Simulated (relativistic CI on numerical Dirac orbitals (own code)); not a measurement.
## One change at a time: Se24+

Base calculation: Dirac-Coulomb-Breit CI, separate exchange-only KLI orbitals for each configuration, a model potential for QED, unscaled Slater integrals.

CI space (outside the closed core 1s2): 2s2 2p6, 2s2 2p5 3s, 2s2 2p5 3p, 2s2 2p5 3d, 2s 2p6 3s, 2s 2p6 3p, 2s 2p6 3d, 2s2 2p5 4s, 2s2 2p5 4p, 2s2 2p5 4d, 2s2 2p5 4f, 2s 2p6 4s, 2s 2p6 4p, 2s2 2p4 3s2, 2s2 2p5 5s, 2s 2p6 4d, 2s2 2p5 5p, 2s 2p6 4f, 2s2 2p5 5d, 2s2 2p5 5f, 2s2 2p5 5g, 2s2 2p4 3s 3p, 2s2 2p4 3p2, 2s2 2p4 3s 3d, 2s2 2p4 3p 3d, 2s 2p5 3s2, 2s 2p5 3s 3p, 2s2 2p4 3d2, 2s 2p6 5s, 2s 2p6 5p, 2s 2p6 5d, 2s 2p5 3p2, 2s 2p6 5f, 2s 2p6 5g, 2s 2p5 3s 3d, 2s 2p5 3p 3d. Levels of other configurations are missing.

Variants: (1) Breit term removed; (2) only the first 3 configurations. Shifts of the energy above 2s2 2p6 1S_0, in eV, for the lowest level and the first level of each name with at least 55 % of one term (blank where a level changes its place among those of its configuration and J or its character, or is not in the variant):

```
           Level     Base   Δ(1)   Δ(2)
    2s2 2p6 1S_0     0.00   0.00   0.00
2s2 2p5 3s 3P°_2  1434.42  +1.42  +0.16
2s2 2p5 3s 1P°_1  1437.38  +1.39  +0.26
2s2 2p5 3s 3P°_0  1477.06  +2.21  +0.24
2s2 2p5 3s 3P°_1  1478.61  +2.28  +0.31
 2s2 2p5 3p 3S_1  1481.44  +1.14  +0.74
 2s2 2p5 3p 3D_3  1493.17  +1.47  -0.04
 2s2 2p5 3p 1P_1  1493.78  +1.36  +0.19
 2s2 2p5 3p 3P_2  1497.59  +1.33  -0.12
 2s2 2p5 3p 3P_0  1511.15  +1.38  +0.13
 2s2 2p5 3p 3D_1  1526.16  +2.08  +0.02
 2s2 2p5 3p 3P_1  1536.77  +2.14  +0.32
 2s2 2p5 3p 1S_0  1548.19  +1.77  +1.17
2s2 2p5 3d 3P°_0  1552.75  +1.26       
2s2 2p5 3d 3P°_1  1554.80  +1.45       
2s2 2p5 3d 3F°_4  1558.33  +1.76       
2s2 2p5 3d 3F°_3  1558.41  +1.64       
2s2 2p5 3d 3P°_2  1558.60  +1.57       
2s2 2p5 3d 3D°_3  1564.09  +1.64       
2s2 2p5 3d 3F°_2  1600.63  +2.42       
2s2 2p5 3d 1P°_1  1612.57  +2.51       
  2s 2p6 3s 3S_1  1650.05  +1.23
```

At this charge energies of transitions that change n are usually good to better than 1 %, and those within a shell (Δn = 0) to a few per cent.

Ionisation energy from the two ground configurations alone: base 2537.04 eV; Breit term removed 2538.84 eV. The NIST ASD value (semi-empirical) is 2540.7 eV.

LS names give the leading component of a level, which can be under half, so a name can repeat, a term be missing and a line seem to break the LS rules.
